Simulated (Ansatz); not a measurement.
Two isomers of CH6GeOS: A = `OC[S][GeH3]`, B = `C[S][GeH2][OH]`.

Program: Ansatz. Geometries: PBE0-D4/def2-TZVP. ΔE: electronic, gas phase. CCSD(T)/CBS adds triple-zeta CCSD(T) − MP2 to the extrapolated MP2 energy (def2 sets, frozen cores). Functionals use def2-TZVPP. B3LYP here is the variant with VWN-RPA as its local correlation; programs differ in this. For Ge outer-core shells are correlated without core-valence functions, which leaves a few kJ/mol of doubt a bond. Scalar relativity is left out up to krypton. One conformer a species, not always the lowest.

Which is lower in electronic energy at CCSD(T)/CBS, and by how much? (Estimate.)

Ansatz gave: B, by 114.6 kJ/mol.

Give E(B) − E(A) in kJ/mol with CCSD(T)/def2-TZVPP, HF/def2-TZVPP, PBE0-D4, PBE-D4, ωB97M-V, CCSD/def2-TZVPP, B3LYP. (An estimate is asked.)

Computed: CCSD(T)/def2-TZVPP -114.3, HF/def2-TZVPP -117.6, PBE0-D4 -105.6, PBE-D4 -102.8, ωB97M-V -110.9, CCSD/def2-TZVPP -115.0, B3LYP -110.4. None reverses the order clearly.

Largest T1 diagnostic: 0.012.
